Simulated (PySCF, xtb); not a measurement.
C4H4Se, SMILES [se]1cccc1.

xtb with GFN2-xTB at its own geometry gives an orbital gap of 3.74 eV and a dipole moment of 0.93 D.

Coordinates come from a r2SCAN-D4/def2-SVP optimisation.

Task: What does PBE0/def2-TZVP (PySCF) give? (The exact figures need the calculation; the answer reports its results.)

Result: gap 6.19 eV (levels -6.83 and -0.64 eV), dipole 0.39 D.
